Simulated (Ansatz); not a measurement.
C2H3F3Sn, SMILES `C=[CH][Sn]([F])([F])[F]`, 9 atoms. Charge 0, multiplicity 1. Correlated methods include outer-core shells of Sn, which these sets cover unevenly. Sn takes the def2 core potential. All runs use 4 threads of a server CPU on a shared host. Correlated methods freeze the cores.

(1) Give the basis size and wall time and peak host memory of each of these runs in Ansatz. RKS CAM-B3LYP-D4/def2-TZVPP energy; direct RPA on PBE orbitals/def2-TZVPP energy; RHF-MP2/def2-QZVPP energy; RHF-CCSD(T)/def2-TZVPP energy; RKS PBE0-D4/def2-TZVP relaxation (7 steps); RKS ωB97M-V/def2-TZVPP energy and forces; RKS PBE0-D4/def2-QZVPP energy; RKS PBE0-D4/def2-SVP energy; RKS ωB97M-V/def2-QZVPP energy; RKS PBE-QIDH (frozen core)/def2-TZVPP energy; RKS ωB97M-V/def2-SVP energy; RKS PBE0-D4/def2-TZVP frequencies. (Estimate.)

Results:

(1) Computed: Other jobs shared the machine, so times are rough.

```csv
level,job,functions,wall time,peak host memory (GiB)
RKS PBE0-D4/def2-SVP,energy,111,1.4 s,0.24
RKS CAM-B3LYP-D4/def2-TZVPP,energy,247,3.9 s,0.73
RKS ωB97M-V/def2-SVP,energy,111,6 s,0.36
RKS PBE-QIDH (frozen core)/def2-TZVPP,energy,247,7 s,0.69
direct RPA on PBE orbitals/def2-TZVPP,energy,247,8 s,0.67
RKS PBE0-D4/def2-QZVPP,energy,457,8.5 s,1.6
RKS ωB97M-V/def2-TZVPP,energy and forces,247,13 s,0.9
RKS ωB97M-V/def2-QZVPP,energy,457,20 s,1.9
RHF-MP2/def2-QZVPP,energy,457,24 s,2.5
RKS PBE0-D4/def2-TZVP,relaxation (7 steps),223,35 s,0.63
RKS PBE0-D4/def2-TZVP,frequencies,223,2.9 min,0.65
RHF-CCSD(T)/def2-TZVPP,energy,247,6.7 min,6.3
```
